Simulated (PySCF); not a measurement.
Point-charge models of `S1[C@H]([C@@H]1[SiH2]C=C)C(F)F` against its computed dipole.

Coordinates (GFN2-xTB, Å) and charges (e) from the PBE0/pcSseg-1 density (PySCF):

```csv
atom,x,y,z,Mulliken,IAO,Hirshfeld,ESP-fitted
C1,2.222,0.509,0.801,-0.1651,-0.2704,-0.0779,-0.3166
C2,2.333,0.139,-0.467,-0.4925,-0.4323,-0.1417,-0.3289
Si3,0.941,-0.496,-1.560,+0.7906,+0.7755,+0.3385,+0.5245
C4,-0.561,-0.805,-0.438,-0.5060,-0.4475,-0.1176,-0.2357
S5,-2.170,-0.937,-1.262,+0.0049,+0.0271,-0.0208,-0.1075
C6,-1.511,0.293,-0.136,-0.3413,-0.2031,-0.0521,-0.3349
C7,-2.125,0.351,1.237,+0.6229,+0.4461,+0.1447,+0.6277
F8,-1.188,0.738,2.148,-0.3034,-0.3102,-0.1028,-0.2703
F9,-3.108,1.275,1.305,-0.2929,-0.2952,-0.1024,-0.2506
H10,1.284,0.470,1.332,+0.1362,+0.1498,+0.0350,+0.1769
H11,3.063,0.872,1.371,+0.1231,+0.1543,+0.0520,+0.1698
H12,3.307,0.208,-0.937,+0.1310,+0.1529,+0.0423,+0.1688
H13,1.276,-1.778,-2.185,-0.0748,-0.1167,-0.0729,-0.0985
H14,0.545,0.492,-2.566,-0.0692,-0.1146,-0.0720,-0.1173
H15,-0.450,-1.545,0.348,+0.1772,+0.1651,+0.0481,+0.1657
H16,-1.331,1.272,-0.568,+0.1701,+0.1709,+0.0542,+0.2277
H17,-2.535,-0.615,1.567,+0.0894,+0.1483,+0.0451,-0.0005
```

Question: Compute μ = Σ q r for each scheme (1 e·Å = 4.803 D) and compare with the dipole of the full density.

Answer: The full density gives (1.88, -0.72, -0.09) D, 2.01 D in size; dipole vectors point from the negative to the positive end.

| scheme | μx | μy | μz | size (D) | share of the full size (%) | angle to the full dipole (°) |
| --- | --- | --- | --- | --- | --- | --- |
| Mulliken | 1.36 | -2.09 | -2.23 | 3.34 | 166 | 51 |
| IAO | 1.15 | -2.39 | -2.52 | 3.66 | 182 | 56 |
| Hirshfeld | 0.68 | -0.73 | -0.65 | 1.19 | 59 | 39 |
| ESP-fitted | 1.92 | -0.75 | -0.05 | 2.06 | 102 | 1 |

Question: Which set comes closest?

Answer: Length of the difference vector: ESP-fitted 0.06 D, Hirshfeld 1.32 D, Mulliken 2.59 D, IAO 3.04 D. Closest: ESP-fitted. ESP charges are fitted to the potential around the molecule, whose slowest-falling term is the dipole's. 

Question: What is left for the Hirshfeld atoms' own dipoles?

Answer: The Hirshfeld atoms' densities add up to the full density, so μ = Σ q r + Σ (atomic dipoles). The atomic dipoles sum to (1.88, -0.72, -0.09) − (0.68, -0.73, -0.65) = (1.20, 0.01, 0.56) D, 1.32 D in size.

Question: With the origin at the mean of the coordinates, (0.000, 0.026, -0.001) Å, which are the largest single terms, by size, of the IAO dipole along the direction of the full one?

Answer: F9 +4.83, C7 -4.61, C2 -4.48, Si3 +4.23, C1 -2.42 D; all 17 atoms together +2.04 D. The single terms depend on the origin, their sum doesn't.

Question: Give the size of the full dipole in other units.

Answer: 2.01 D = 0.792 au = 0.419 e·Å = 6.71 × 10⁻³⁰ C·m.

One conformer (not necessarily the lowest) at the GFN2-xTB geometry, without solvent, vibrations or thermal averaging.

Shape of the structure used: `[CH2:1]=[CH:2][SiH2:3][C@@H:4]1[S:5][C@H:6]1[CH:7]([F:8])[F:9]`: C1–C2–Si3–C4 -10°, C2–Si3–C4–S5 162°, S5–C6–C7–F8 148°.
